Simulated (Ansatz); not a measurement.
Basis-set series for BFH4O2Si (`OB(F)O[SiH3]`). The species carries charge 0 and has multiplicity 1. The geometry is a stationary point of PBE0-D4/def2-TZVP. It is one conformer, not always the lowest.

```xyz
9

O    -0.640    1.642   -0.068
B    -1.126    0.462    0.400
F    -2.341    0.410    0.949
O    -0.399   -0.670    0.320
Si    1.111   -0.975   -0.283
H    -1.248    2.376    0.044
H     1.358   -2.421   -0.085
H     2.125   -0.180    0.452
H     1.161   -0.644   -1.729
```

| functional | basis | functions | energy (Eh) | HOMO (eV) | LUMO (eV) |
| --- | --- | --- | --- | --- | --- |
| PBE0-D4 | def2-TZVPP | 222 | -566.96810 | -9.24 | 0.02 |
| PBE0-D4 | def2-QZVPP | 418 | -566.99385 | -9.26 | -0.14 |
| ωB97M-V | def2-TZVPP | 222 | -567.28047 | -11.54 | 1.53 |
| ωB97M-V | def2-QZVPP | 418 | -567.30436 | -11.56 | 1.18 |

(1) Give the rows for def2-SVP. (Best estimate.)

## Answers

(1) The calculation gave: 
```tsv
functional	basis	functions	energy (Eh)	HOMO (eV)	LUMO (eV)
PBE0-D4	def2-SVP	94	-566.52880	-9.11	0.67
ωB97M-V	def2-SVP	94	-566.83393	-11.38	2.53
```

Positive LUMOs are unbound and depend on the basis.

Program: Ansatz 0.2.0.
